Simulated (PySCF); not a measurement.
PySCF input file for TiBr4, SMILES [Br][Ti]([Br])([Br])[Br], multiplicity 1, PBE0-D3(BJ)/def2-SVP. The structure is a stationary point at PBE0-D3(BJ)/def2-SVP. The multiplicity is an assumed one; other spin states were not compared. The isomer is the one that the SMILES or the coordinates give; other isomers of the formula were not compared.

```python
import numpy as np
from pyscf import gto, scf, dft, df
from pyscf.hessian import thermo

mol = gto.M(
    atom='''
    Ti    0.00000000    0.00000000    0.00000000
    Br    1.33167816    1.33167816   -1.33167816
    Br   -1.33167816    1.33167816    1.33167816
    Br   -1.33167816   -1.33167816   -1.33167816
    Br    1.33167816   -1.33167816    1.33167816
    ''',
    basis='def2-SVP',
    charge=0,
    spin=0,
    max_memory=1600,
    verbose=3,
)
mf = dft.RKS(mol, xc='pbe0').density_fit(auxbasis='def2-universal-jkfit')
mf.disp = 'd3bj'
mf.grids.level = 3
mf.conv_tol = 1e-11
mf.max_cycle = 100
mf.kernel()

# [left out here: the lines that compute and print the analytic Hessian (its translational invariance restored by hand, since the grid's response is missing), thermochemistry and intensities]
```

Program output:

```
converged SCF energy = -11143.6142968964

WARN: DFTD3 does not support analytical Hessian, using finite difference


WARN: Mole.unit (angstrom) is changed to Bohr

Mode                                 0                   1                   2
Irrep
Freq [cm^-1]                       70.2778             70.2778             86.9541
Reduced mass [au]                  79.9040             79.9040             73.3352
Force const [Dyne/A]                0.2325              0.2325              0.3267
Char temp [K]                     101.1141            101.1141            125.1076
Normal mode                   x     y     z       x     y     z       x     y     z
       0  Ti                -0.00 -0.00 -0.00    0.00 -0.00 -0.00   -0.04 -0.02  0.03
       1  Br                -0.03 -0.02 -0.05    0.04 -0.04 -0.00   -0.03 -0.05  0.03
       2  Br                 0.03 -0.02  0.05   -0.04 -0.04  0.00   -0.01  0.05  0.01
       3  Br                 0.03  0.02 -0.05   -0.04  0.04 -0.00    0.02 -0.00 -0.04
       4  Br                -0.03  0.02  0.05    0.04  0.04  0.00    0.04  0.01 -0.02
Mode                                 3                   4                   5
Irrep
Freq [cm^-1]                       86.9544             86.9547            237.9722
Reduced mass [au]                  73.3352             73.3352             79.9040
Force const [Dyne/A]                0.3267              0.3267              2.6661
Char temp [K]                     125.1081            125.1085            342.3890
Normal mode                   x     y     z       x     y     z       x     y     z
       0  Ti                -0.00 -0.05 -0.02   -0.04  0.02 -0.03    0.00  0.00 -0.00
       1  Br                -0.02  0.02  0.04    0.04 -0.01  0.02   -0.03 -0.03  0.03
       2  Br                 0.05 -0.01 -0.03    0.02  0.00  0.04    0.03 -0.03 -0.03
       3  Br                -0.05 -0.01 -0.03   -0.01 -0.05 -0.01    0.03  0.03  0.03
       4  Br                 0.02  0.02  0.04   -0.03  0.05 -0.03   -0.03  0.03 -0.03
Mode                                 6                   7                   8
Irrep
Freq [cm^-1]                      403.2787            403.2787            403.2788
Reduced mass [au]                  53.5356             53.5356             53.5356
Force const [Dyne/A]                5.1298              5.1298              5.1298
Char temp [K]                     580.2283            580.2283            580.2283
Normal mode                   x     y     z       x     y     z       x     y     z
       0  Ti                 0.08 -0.02 -0.09    0.05  0.11  0.03   -0.08  0.06 -0.08
       1  Br                -0.02 -0.02  0.02   -0.02 -0.02  0.02   -0.01 -0.01  0.01
       2  Br                -0.03  0.02  0.03    0.01 -0.01 -0.01    0.01 -0.01 -0.00
       3  Br                 0.00  0.00  0.01   -0.02 -0.03 -0.02    0.01  0.01  0.01
       4  Br                -0.00  0.00  0.00    0.00 -0.01  0.00    0.03 -0.03  0.03
temperature 298.1500 [K]
pressure 101325.00 [Pa]
Rotational constants [GHz] 0.44582 0.44582 0.44582
Symmetry number 12
Zero-point energy (ZPE) 0.00421 [Eh]   11060.835 [J/mol]
                           tot       elec      trans        rot        vib
Entropy [J/mol/K]       399.005      0.000    182.412    115.577    101.016
Cv [J/mol/K]             91.817      0.000     12.472     12.472     66.873
Cp [J/mol/K]            100.131      0.000     20.786     12.472     66.873
Internal energy [J/mol]                      3718.434   3718.434  24944.643
Internal energy [Eh]   -11143.60196  -11143.61430
Enthalpy [J/mol]                             6197.391   3718.434  24944.643
Enthalpy [Eh]          -11143.60102
Gibbs free energy [J/mol]                  -48188.767 -30740.740  -5173.350
Gibbs free energy [Eh] -11143.64633
mode   freq/cm-1   IR/(km/mol)
   1       70.28         0.000
   2       70.28         0.000
   3       86.95         0.000
   4       86.95         0.000
   5       86.95         0.000
   6      237.97         0.000
   7      403.28        92.776
   8      403.28        92.776
   9      403.28        92.776
max |gradient| / (hartree/bohr): 5.549874794979646e-05
APT charges: [ 1.8301 -0.4574 -0.4574 -0.4574 -0.4574]
```

The calculation finished and met its thresholds.
